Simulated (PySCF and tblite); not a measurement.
C₅H₅NO, numbered as in [O:1]=[CH:2][c:3]1[cH:4][cH:5][cH:6][nH:7]1.

Conformers came from 90 starts (ETKDG and KDG, MMFF94s, GFN2-xTB); geometries are PBE0-D3(BJ)/def2-SVP. Energies: PBE0-D3(BJ)/def2-TZVP, with GFN2-xTB thermal terms (modes under about 100 cm⁻¹ blended into free rotors). Symmetry numbers and mirror images are counted. Conformers within 4 kcal/mol (GFN2-xTB free energy) were kept, 5 at most. GIAO shieldings: PBE0/pcSseg-1. Shifts are against TMS (¹H), TMS (¹³C), NH3 (¹⁵N) at the same level. Codes: tblite and PySCF.

Question: List the conformer-averaged shifts at 298.15 K.

Answer: ¹H: 9.53 (H2, 1H), 6.92 (H6, 1H), 6.85 (H4, 1H), 6.43 (H5, 1H) ppm. ¹³C: 180.7 (C2), 136.0 (C3), 127.2 (C6), 122.6 (C4), 116.5 (C5) ppm. ¹⁵N: 172.3 (N7) ppm.

Question: How do the conformers differ?

Answer: Torsions listed: O1–C2–C3–N7.
| conformer | shape | weight % |
| --- | --- | --- |
| 1 | 0° | 99.8 |
| 2 | 180° | 0.2 |

| signal | 1 | 2 | average |
| --- | --- | --- | --- |
| H2 | 9.53 | 9.61 | 9.53 |
| H4 | 6.85 | 7.40 | 6.85 |
| H5 | 6.43 | 6.55 | 6.43 |
| H6 | 6.92 | 6.81 | 6.92 |
| C2 | 180.7 | 177.6 | 180.7 |
| C3 | 136.0 | 136.1 | 136.0 |
| C4 | 122.6 | 120.2 | 122.6 |
| C5 | 116.5 | 117.2 | 116.5 |
| C6 | 127.2 | 126.5 | 127.2 |
| N7 | 172.3 | 175.1 | 172.3 |

H on N, O and S are left out: they exchange, and hydrogen bonds move them by several ppm. Unscaled ¹⁵N shifts at such levels can be off by tens of ppm; differences between conformers or isomers are more reliable. Shifts are unscaled: against experiment ¹³C can be off by 15 ppm or more and ¹H by 0.8 ppm.


¹⁵N shifts are against a computed isolated NH3 molecule, about 20 ppm from the liquid.